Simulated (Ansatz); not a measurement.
A made-up structure of HSeSO (charge +1), singlet:

```xyz
4
angstrom
O 0.5722 -0.0636 0.1544
S -0.6309 1.3253 -0.3009
Se -1.1979 -1.0625 -0.3399
H 1.2566 -0.1993 0.4864
```

It is relaxed with PBE-D4/def2-SVP and then PBE0-D4/def2-TZVP (Ansatz 0.2.0). Atoms count as bonded within 1.22 times the sum of their covalent radii (H–H: 0.88 Å). The end point is not checked to be a true minimum.

(1) Does its bonding change? (Judge from chemistry; the calculation decides.)

Answers

(1) Computed: No: no bond forms or breaks.

Where it ends: The first stage lowers the energy by 2.90 eV in 7 steps. It ends as HSeSO ([OH]1[S][Se]1), total charge +1:
```json
{"atom": "O1", "x (Å)": "0.6327", "y (Å)": "-0.0788", "z (Å)": "-0.2269"}
{"atom": "S2", "x (Å)": "-0.5900", "y (Å)": "1.1876", "z (Å)": "-0.1920"}
{"atom": "Se3", "x (Å)": "-1.0904", "y (Å)": "-0.9455", "z (Å)": "-0.2402"}
{"atom": "H4", "x (Å)": "1.0476", "y (Å)": "-0.1634", "z (Å)": "0.6592"}
```

Labels in which every atom is bracketed show which atoms are joined, not bond orders.

For scale, one of the runs: PBE0-D4/def2-TZVP relaxation, 122 basis functions, launched by `ansatz run in.yaml --threads 2 --pin off --events-out ev --progress --plain --max-ram 4352MiB`. The run took about 17 s on 2 CPU threads of an Arm Neoverse V1 (shared host).
